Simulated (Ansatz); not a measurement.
Consider the isomerisation: `O=[C](S)[GeH3]` → `C[S][Ge][OH]`.

Program: Ansatz. Geometries: PBE0-D4/def2-TZVP. ΔE: electronic, gas phase. CCSD(T)/CBS adds triple-zeta CCSD(T) − MP2 to the extrapolated MP2 energy (def2 sets, frozen cores). Functionals use def2-TZVPP. For Ge outer-core shells are correlated without core-valence functions, which leaves a few kJ/mol of doubt a bond. Scalar relativity is left out up to krypton. Each species was taken in one conformer, which may not be the lowest.

```json
{"species": "`O=[C](S)[GeH3]`", "ωB97M-V energy (Eh)": "-2590.78979"}
{"species": "`C[S][Ge][OH]`", "ωB97M-V energy (Eh)": "-2590.86757"}
```

Q: Work out ΔE.

A: ΔE = (-2590.86757) − (-2590.78979) = -0.07778 Eh = -48.8 kcal/mol. CCSD(T)/CBS gives -48.8 kcal/mol.

Largest T1 diagnostic among the species: 0.016.

From PBE to PBE0 (25 % exact exchange), in def2-TZVPP and without D4, ΔE moves by −1.5 kcal/mol.
